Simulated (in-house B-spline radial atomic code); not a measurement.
Nb³⁺ is squeezed into an impenetrable sphere of radius R (the orbitals vanish at R). No spin polarisation. Caution: exact exchange at fractional occupations of open shells leaves self-interaction of up to several eV. Level of theory: non-relativistic B3LYP, spherical fractional occupations, point nucleus; calculated with a radial B-spline atomic code at the basis-set limit.

Energies in eV above the free ion in [Kr] 4d2:

```
R (bohr)  highest level (eV)   [Kr] 4d2  [Ar] 3d10 4s2 4p5 4d2 4f1  [Kr] 4d1 4f1  -dE/dV in [Kr] 4d2 (GPa)
    7.89               -30.4  0.0001211                      59.17         22.08                  0.000415
     6.1               -30.3   0.009025                      59.98         22.96                    0.0485
    4.87               -30.2     0.1451                      62.03         25.13                      1.16
    4.43               -29.9     0.3792                      63.59         26.73                      3.61
    3.49               -27.9      3.017                      71.47         34.26                      48.8
    3.26               -26.6       5.15                      75.71         38.15                      98.5
    2.61               -18.1       26.1                      105.7         65.63                       870
    2.29               -7.54      61.95                      148.4         105.5                      2820
    1.78                  35      267.7                      368.1         316.6                     21800
    1.54                81.8      558.1                      662.5           605                     64000
```

Problem. Does [Ar] 3d10 4s2 4p5 4d2 4f1 fall below [Kr] 4d2 under compression?

Solution. No, it stays above over the whole range.

Problem. Does [Kr] 4d1 4f1 fall below [Kr] 4d2 under compression?

Solution. No, it stays above over the whole range.

The highest level is first positive in the row R = 1.78 bohr, pushed up by confinement above the zero of the free ion's potential. Each configuration is held fixed and needn't be the lowest in the sphere.
